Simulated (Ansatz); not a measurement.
# GeF2 (SMILES [F][Ge][F]): methods side by side

The species is GeF2 (3 atoms), meant as a singlet with charge 0. As SMILES, `[F][Ge][F]`. The shape comes from GFN2-xTB, which is rough for such elements, and wasn't checked as a minimum.

```xyz
3

Ge    0.0045   -0.0079   -0.8123
F     1.3208   -0.0187    0.4151
F    -1.3253    0.0267    0.3972
```

Quantity: the energy change with the Ge1–F3 bond stretched from 1.798 to 4.495 Å, in eV. The values are calculated.

```
                     level                    kind  program  value (eV)  less FCI/STO-3G  CPU time (all runs)
  BLYP/STO-3G (restricted)                     GGA   Ansatz        6.66            +2.63                 22 s
   PBE/STO-3G (restricted)                     GGA   Ansatz        6.70            +2.67                 38 s
 B3LYP/STO-3G (restricted)           global hybrid   Ansatz        7.61            +3.58                 13 s
 BHLYP/STO-3G (restricted)           global hybrid   Ansatz        8.63            +4.60                  4 s
  PBE0/STO-3G (restricted)           global hybrid   Ansatz        7.79            +3.76                4.5 s
 HSE06/STO-3G (restricted)  range-separated hybrid   Ansatz        7.71            +3.68                9.4 s
B2PLYP/STO-3G (restricted)           double hybrid   Ansatz        4.66            +0.63                  6 s
                FCI/STO-3G      exact in the basis   Ansatz        4.03             0.00                7.1 s
```

FCI/STO-3G is exact within its basis and frozen core, so for wave-function methods in that basis the difference is their error; functionals converge differently with the basis, so for them it is only a difference. All-electron rows without a relativistic Hamiltonian named are non-relativistic. The first shape isn't each level's own minimum. The values span 4.03 to 8.63 eV. All rows use very small basis sets, so none should be taken for the real molecule's value. In so small a basis fixed costs decide the times, and correlated methods can beat functionals. CPU times are rough (shared hosts, several kinds of processor and program).
